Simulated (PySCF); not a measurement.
Species: C₆H₁₅PSi₄.
Bonds: Si1–Si2, Si2–Si3, Si2–Si4, Si4–P5, Si2–C6, C6–C7 (aromatic), C7–C8 (aromatic), C8–C9 (aromatic), C9–C10 (aromatic), C10–C11 (aromatic), C6–C11 (aromatic). Hydrogens: H12, H13, H14 on Si1; H15, H16, H17 on Si3; H18, H19 on Si4; H20, H21 on P5; H22 on C7; H23 on C8; H24 on C9; H25 on C10; H26 on C11.

Torsions of this conformer, `[SiH3:1][Si:2]([SiH3:3])([SiH2:4][PH2:5])[c:6]1[cH:7][cH:8][cH:9][cH:10][cH:11]1`: Si1–Si2–Si4–P5 70°, Si1–Si2–C6–C7 -163°, H–P5–Si4–Si2 -49°, H–P5–Si4–Si2 44°.

The closed-shell ground state was solved at several levels (PySCF, density fitting, gas phase, non-relativistic). Isolated species at its PBE0-D3(BJ)/def2-SVP geometry (one conformer only).

```csv
level,basis functions,total energy (Eh),HOMO (eV),LUMO (eV),gap (eV),dipole (D)
PBE0/def2-SVPD,360,-1735.4783,-6.98,-0.97,6.01,1.54
PBE0/pcSseg-1,297,-1736.0069,-7.04,-0.98,6.06,1.71
```

(1) What might mPW1PW91/pcSseg-1 (297 basis functions) give for the same quantities?

(2) Over all these levels, which gives the widest orbital gap and which the narrowest?

(3) How far do the dipole and the HOMO energy spread over the levels?

## Answers

(1) Total energy -1736.9197 Eh, HOMO -7.07 eV, LUMO -0.99 eV, gap 6.08 eV, dipole 1.69 D.

(2) mPW1PW91/pcSseg-1 (global hybrid, 25 % exact exchange) has the widest, 6.08 eV, and PBE0/def2-SVPD (global hybrid, 25 % exact exchange) the narrowest, 6.01 eV. Functional and basis both differ between the two, so the spread mixes both effects.

(3) The dipole runs from 1.54 to 1.71 D (mean 1.64 D) and the HOMO from -7.07 to -6.98 eV.
